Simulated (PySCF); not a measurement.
Functional benchmark on one molecule

Molecule: SMILES [C-]#[N+]c1ccccc1, C7H5N.

Atoms are numbered as in `[C-:1]#[N+:2][c:3]1[cH:4][cH:5][cH:6][cH:7][cH:8]1` (H(Xn): hydrogen on atom n).

Geometry PBE0-D3(BJ)/def2-SVP throughout; GIAO in PySCF, gas phase, one conformer, non-relativistic; equivalent atoms averaged; basis pcSseg-1.

Reference values (estimated from measurements, as parent shift plus tabulated substituent increments; solution, not stated per compound (mostly CDCl3 or CCl4); Pretsch, Buehlmann, Badertscher, Structure Determination of Organic Compounds, 4th ed. (2009)): δ(C4/C8) = 126.3 ppm, δ(C5/C7) = 129.9 ppm, δ(C6) = 129.4 ppm. Computed shifts are taken against TMS, calculated as an isolated molecule at each level.

Problem. How do the functionals BLYP, KT2, B97-D, PBE0, BHandHLYP, CAM-B3LYP, wB97X-D, LC-wPBE perform against the reference? Times are CPU seconds on shared hosts with different chips, so compare them loosely.

Solution. 
| functional | kind | C4/C8 | C5/C7 | C6 | mean abs. error C | core-s |
| --- | --- | --- | --- | --- | --- | --- |
| BLYP | GGA | 132.4 | 133.2 | 132.0 | 4.0 | 20 |
| KT2 | GGA | 123.6 | 124.3 | 123.0 | 4.9 | 20 |
| B97-D | GGA | 127.7 | 128.4 | 127.2 | 1.7 | 20 |
| PBE0 | global hybrid | 134.0 | 134.8 | 133.8 | 5.7 | 17 |
| BHandHLYP | global hybrid | 136.4 | 137.0 | 136.2 | 8.0 | 26 |
| CAM-B3LYP | range-separated hybrid | 137.5 | 138.3 | 137.5 | 9.2 | 32 |
| wB97X-D | range-separated hybrid | 135.0 | 135.9 | 135.0 | 6.8 | 16 |
| LC-wPBE | range-separated hybrid | 139.2 | 140.3 | 139.6 | 11.2 | 23 |

For $^{13}$C the closest is B97-D (1.7 ppm) and the furthest LC-wPBE (11.2 ppm). One molecule is a small sample, and vibrational and solvent effects are absent from the calculation.
